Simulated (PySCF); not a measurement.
A calculated (r2SCAN, PySCF 2.14, jorge-DZP-DKH, the spin-free X2C one-electron Hamiltonian (Gaussian nucleus)) atom or ion has these occupied shells.

```tsv
shell	electrons	orbital energy (eV)	rms radius, mean of both spins (bohr)
1s α	1	-593.85	0.230
1s β	1	-592.81	0.230
2s α	1	-81.417	1.07
2s β	1	-78.567	1.07
2p α	1	-67.775	1.04
```

(1) Name the element and its charge.

Results:

(1) O³⁺ (oxygen, charge +3), in [He] 2s2 2p1, 2P determinant.
